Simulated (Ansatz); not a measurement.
A nudged elastic band was laid between two geometries of CH6GaN + H3Si (13 atoms, charge 0, multiplicity 2).

Computed with UKS PBE/def2-SVP in Ansatz.

* movable images: 7
* climbing image: yes
* spring: 5.0 eV/Å²
* optimiser: quadratic models (default)
* start path: through a guess of the saddle point
* force threshold: 0.05 eV/Å
* iteration limit: 60
* end points: relaxed

Image 0:

```xyz
13
Properties=species:S:1:pos:R:3
Ga 0.083 -0.087 -0.132
H -0.009 -0.228 1.446
C 1.729 0.026 -1.217
H 2.327 -0.901 -1.109
H 1.497 0.174 -2.290
H 2.361 0.869 -0.872
N -1.537 0.018 -0.975
H -2.439 -0.038 -0.498
H -1.656 0.130 -1.984
Si -0.217 0.205 4.033
H -0.943 -1.113 3.993
H 1.273 -0.012 3.974
H -0.578 0.957 5.293
```

Image 8:

```xyz
13
Properties=species:S:1:pos:R:3
Ga -0.138 -0.933 -0.544
H -0.026 -0.703 2.118
C 1.607 0.051 -0.791
H 2.189 -0.439 -1.598
H 1.398 1.104 -1.073
H 2.203 0.024 0.142
N -1.663 -0.069 -1.130
H -2.608 -0.457 -1.074
H -1.666 0.858 -1.568
Si 0.114 -0.026 3.464
H -0.676 -0.792 4.488
H 1.564 0.002 3.858
H -0.409 1.381 3.369
```

**Question.** What changes between the two ends?

**Answer.** Bonds broken: Ga1–H2. Bonds formed: H2–Si10. CH6GaN + H3Si becomes CH5GaN + H4Si.

**Question.** What energy profile does the band end with?

**Answer.** It converged. The highest image is number 0 of 0 to 8, 0.000 eV above the first end and 0.399 eV above the last; the last end lies 0.399 eV below the first. The highest image is an end point: on this band no image between the ends rises above it. Inner images lie up to 0.007 eV below the lower end, so the ends aren't the lowest states on this path. Between wells the path still climbs a hump at image 6, 0.01 eV above the well before it.

```json
{"image": "0", "path coordinate (Å)": "0.00", "energy (eV)": "0.000", "Ga1–H2 (Å)": "1.59", "H2–Si10 (Å)": "2.63"}
{"image": "1", "path coordinate (Å)": "0.38", "energy (eV)": "-0.003", "Ga1–H2 (Å)": "1.59", "H2–Si10 (Å)": "2.62"}
{"image": "2", "path coordinate (Å)": "1.47", "energy (eV)": "-0.213", "Ga1–H2 (Å)": "2.44", "H2–Si10 (Å)": "1.57"}
{"image": "3", "path coordinate (Å)": "2.56", "energy (eV)": "-0.386", "Ga1–H2 (Å)": "3.21", "H2–Si10 (Å)": "1.50"}
{"image": "4", "path coordinate (Å)": "3.65", "energy (eV)": "-0.406", "Ga1–H2 (Å)": "3.38", "H2–Si10 (Å)": "1.50"}
{"image": "5", "path coordinate (Å)": "4.74", "energy (eV)": "-0.406", "Ga1–H2 (Å)": "3.11", "H2–Si10 (Å)": "1.50"}
{"image": "6", "path coordinate (Å)": "5.83", "energy (eV)": "-0.393", "Ga1–H2 (Å)": "2.97", "H2–Si10 (Å)": "1.51"}
{"image": "7", "path coordinate (Å)": "6.92", "energy (eV)": "-0.396", "Ga1–H2 (Å)": "2.77", "H2–Si10 (Å)": "1.51"}
{"image": "8", "path coordinate (Å)": "8.01", "energy (eV)": "-0.399", "Ga1–H2 (Å)": "2.67", "H2–Si10 (Å)": "1.51"}
```

Run time: 8.2 min on 4 threads of Arm Neoverse V1, with other jobs on the host, peak memory 0.24 GiB.
